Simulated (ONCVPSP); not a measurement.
**Ge: one change to an ONCV potential, before and after**

```
Element                 : germanium (Ge)
Generator               : ONCVPSP 4.0.1
Type                    : optimised norm-conserving Vanderbilt (ONCV)
Functional              : LDA (Perdew-Zunger)
Relativity              : scalar-relativistic
Frozen core             : [Ar] 3d10
Valence charge          : 4
Reference configuration : 4s2 4p2
Partial waves           : 4s: rc 1.60 bohr, ncon 4, nbas 9, qcut 4.4 1/bohr, 1 projector; 4p: rc 1.60 bohr, ncon 4, nbas 7, qcut 4.5 1/bohr, local; d scattering state at 0.46 Ha: rc 1.95 bohr, ncon 3, nbas 7, qcut 5 1/bohr, 2 projectors, debl 3.4 Ha
Local potential         : the p channel
Core correction         : Teter function fitted to the true core (icmod 2), fcfact 0.55
```

All-electron outer shells of the reference configuration (LDA (Perdew-Zunger), scalar-relativistic, ld1.x):

```json
{"shell": "3p", "level (eV)": "-115.38", "outermost node (bohr)": "0.23", "outermost maximum (bohr)": "0.54"}
{"shell": "3d", "level (eV)": "-29.55", "outermost node (bohr)": "–", "outermost maximum (bohr)": "0.50"}
{"shell": "4s", "level (eV)": "-11.95", "outermost node (bohr)": "0.77", "outermost maximum (bohr)": "1.73"}
{"shell": "4p", "level (eV)": "-4.05", "outermost node (bohr)": "0.82", "outermost maximum (bohr)": "2.19"}
```

Change: functional PBE.

Cutoffs: the cutoffs (Ha) at which the residual kinetic energy of the hardest occupied pseudo-wave falls to 1 and 0.1 mHa per electron; they do not see the model core or the augmentation charge, which bear on the density cutoff. Errors are all-electron minus pseudo energies relative to the spin-unpolarised reference configuration.

Question: What does the change do?

Answer: The potential gets neither clearly harder nor softer (8.7 Ha and 33 Ha → 8.6 Ha and 31 Ha); both files keep a bound ghost (s); of the 4 tests that both files solve, the error grows in 1 and shrinks in 2 by more than 15 % and 0.3 meV (median size 15.9 → 12.9 meV).

| quantity | base | changed |
| --- | --- | --- |
| cutoff, loose | 8.7 Ha | 8.6 Ha |
| cutoff, tight | 33 Ha | 31 Ha |
| loose cutoff by channel | s 8.7 Ha, p 6.6 Ha | s 8.6 Ha, p 6.5 Ha |
| bound ghosts | s | s |
| GHOST(+) flags under 300 eV | none | none |
| error for 4s2 4p1, meV [ΔE 7.64 → 7.44 eV] | -2.1 | +0.1 |
| error for 4s2 4p0, meV [ΔE 23.35 → 22.88 eV] | -24 | -17 |
| error for 4s1 4p0, meV [ΔE 58.57 → 57.68 eV] | -177 | -180 |
| error for 4s1 4p3, meV [ΔE 8.04 → 7.97 eV] | -7.4 | -9.2 |
| s: phases at 1.62 bohr within 0.05 rad from the reference energy up to (Ha; the scan ends near 5) | 3.7 | 3.6 |
| p: phases at 1.62 bohr within 0.05 rad from the reference energy up to (Ha; the scan ends near 5) | 2.7 | 2.7 |
| d: phases at 1.98 bohr within 0.05 rad from the reference energy up to (Ha; the scan ends near 5) | 4.6 | 4.6 |
| rms error of d²Exc/dni dnj with the model core, mHa | 1.24 | 1.05 |

Base: The cutoffs count occupied waves only; projector 2 of the d channel, the hardest unoccupied one, needs 86 Ha at the loose tolerance. Changed file: The cutoffs count occupied waves only; projector 2 of the d channel, the hardest unoccupied one, needs 87 Ha at the loose tolerance. A true bound ghost makes a file unfit for plane-wave use even where its test errors are small: the radial tests pick states by their node count and pass the ghost by.
